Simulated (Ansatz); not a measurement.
Relaxation of BF₂H₄N₂ (9 atoms, charge 0, multiplicity 2), to a largest force component of 0.03 eV/Å in at most 50 steps.

The calculation used UKS B3LYP-D4/def2-SVP in Ansatz 0.2.0.

```xyz
9
Properties=species:S:1:pos:R:3
B 0.137 0.222 0.304
F 0.154 1.437 0.954
N 1.255 0.026 -0.613
H 1.252 -0.549 -1.442
H 2.153 0.445 -0.408
N -1.262 -0.041 -0.374
H -2.084 0.204 0.181
H -1.402 -0.890 -0.925
F -0.204 -0.855 1.194
```

Problem. Where does it end, and by what steps?

Solution. The run converged. After 11 steps the energy has fallen by 0.926 eV; H7 moved furthest, 1.25 Å.

```
step  energy less start (eV)  largest force component (eV/Å)  accepted
   0                  0.0000                           1.014       yes
   1                 -0.1565                           0.821       yes
   2                 -0.3230                           1.272       yes
   3                 -0.4136                           1.373       yes
   4                 -0.5652                           1.209       yes
   5                 -0.6748                           0.845       yes
   6                 -0.8060                           0.423       yes
   7                 -0.8797                           0.330       yes
   8                 -0.9238                           0.075       yes
   9                 -0.9261                           0.107       yes
  10                 -0.9264                           0.035       yes
  11                 -0.9264                           0.002       yes
```

```xyz
9
Properties=species:S:1:pos:R:3
B 0.081 -0.012 0.617
F 0.123 1.141 1.365
N 1.123 0.044 -0.524
H 1.332 -0.786 -1.076
H 1.278 0.907 -1.043
N -1.183 -0.035 -0.273
H -1.503 0.811 -0.741
H -1.449 -0.882 -0.773
F 0.198 -1.188 1.319
```

Whether the end is a true minimum wasn't checked by a vibrational analysis.

Run time: 12 s on 4 threads of Intel(R) Xeon(R) 6975P-C (Granite Rapids), with other jobs on the host, peak memory 0.26 GiB.
